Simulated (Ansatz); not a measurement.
`[BH2][AlH][SiH3]` + `BO` → `B[O][AlH][BH2]` + SiH₄ at 500 K and 1 bar (cleavage of the Al–Si bond).

Isolated molecules relaxed with PBE0-D4/def2-TZVP in Ansatz; ΔE leaves out vibrations. CBS: MP2 limit from def2 TZ/QZ plus the TZ coupled-cluster correction, frozen cores. This one scheme is used for every species. One conformer a species, not always the lowest.

```tsv
species	CCSD(T)/CBS energy (Eh)	H − E (kJ/mol)	S (J/(mol·K))
`[BH2][AlH][SiH3]`	-559.42478	176.9	406.0
`BO`	-101.80414	113.6	256.0
`B[O][AlH][BH2]`	-369.81639	180.5	403.3
SiH₄	-291.46306	102.4	230.9
```

H − E and S are ideal-gas, rigid-rotor, harmonic terms from PBE0-D4/def2-TZVP, for one conformer and one mirror image of each species. 1 Eh = 2625.50 kJ/mol, R = 8.31446 J/(mol·K).

**Question.** By hand: ΔE, ΔH, ΔS and ΔG.

**Answer.** ΔE = (-369.81639) + (-291.46306) − (-559.42478) − (-101.80414) = -0.05053 Eh = -132.7 kJ/mol. Δ(H − E) = 180.5 + 102.4 − 176.9 − 113.6 = -7.6, so ΔH = -140.3 kJ/mol. ΔS = 403.3 + 230.9 − 406.0 − 256.0 = -27.8 J/(mol·K). ΔG = -140.3 − 500 × (-27.8)/1000 = -126.4 kJ/mol.

**Question.** By hand: the equilibrium constant, and the temperature at which ΔG would vanish if ΔH and ΔS stayed fixed.

**Answer.** log₁₀ K = −ΔG/(RT ln 10) = 13.2. ΔG = 0 at ΔH/ΔS = 5047 K, far beyond where these terms or the molecules hold.

ΔH outweighs TΔS. A doubt of 5 kJ/mol in ΔE shifts log₁₀ K by 0.5 here. Other conformers and mirror images would add mixing entropy, several J/(mol·K) or more a flexible species. Modes under 60 cm⁻¹, often nearly free rotors, make the harmonic entropy too high. These are equilibria of isolated gas molecules and say nothing of rates. Largest T1 diagnostic: 0.014 (customary marks: 0.02 for closed shells, 0.045 for open ones).
